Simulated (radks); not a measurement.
All-electron atom: the antimony ion Sb20+ in [Ar] 3d10 4s2 4p1. All-electron calculation, Dirac Kohn-Sham, PBE, spin-unpolarised, spherical densities, point nucleus; open shells are shared between the two j in proportion to 2j + 1. Program: a radial shooting solver on a logarithmic mesh with Libxc functionals.

Radial electron density D(r) = 4 pi r^2 rho(r):

```
   r/bohr * D(r) (the largest magnitude, 83.5, reaches the edge; | marks zero)
 0.001106 |*
 0.001417 | *
 0.001816 |  *
 0.002327 |    *
 0.002958 |      *
 0.003791 |         *
 0.004858 |             *
 0.006225 |                   *
 0.007914 |                         *
  0.01014 |                                *
    0.013 |                                      *
  0.01665 |                                          *
  0.02134 |                                           *
  0.02713 |                                         *
  0.03477 |                                     *
  0.04455 |                                     *
  0.05709 |                                           *
  0.07258 |                                                   *
    0.093 |                                                      *
   0.1192 |                                               *
   0.1527 |                                     *
   0.1942 |                                      *
   0.2488 |                                           *
   0.3188 |                                      *
   0.4086 |                      *
   0.5194 |         *
   0.6656 |     *
   0.8529 |  *
    1.093 |*
    1.389 *
     1.78 *
```

D(r) has 3 maxima, at r = 0.0199, 0.0879, 0.261 bohr, and minima at 0.0395, 0.171 bohr, inside which lie 2.04, 11.20 electrons.
